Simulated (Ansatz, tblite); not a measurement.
Forces on MnF2 at its PBE0-D4/def2-TZVP geometry. Charge 0, multiplicity 6.

The xTB rows come from tblite.

GFN1-xTB (tblite), largest force 1.14 eV/Å:

```xyz
3
positions Å, forces eV/Å
Mn   -0.002    0.003    0.002    0.003   -0.007   -0.003
F    -0.850   -0.942    1.264    0.539    0.601   -0.802
F     0.851    0.938   -1.265   -0.542   -0.594    0.805
```

GFN2-xTB (tblite), largest force 1.54 eV/Å:

```
Mn 0.003 -0.005 -0.002
F 0.731 0.812 -1.087
F -0.733 -0.806 1.090
```

PBE-D4/def2-TZVP (Ansatz), largest force 0.01 eV/Å:

```
Mn 0.003 -0.006 -0.002
F 0.002 0.006 -0.003
F -0.004 0.000 0.006
```
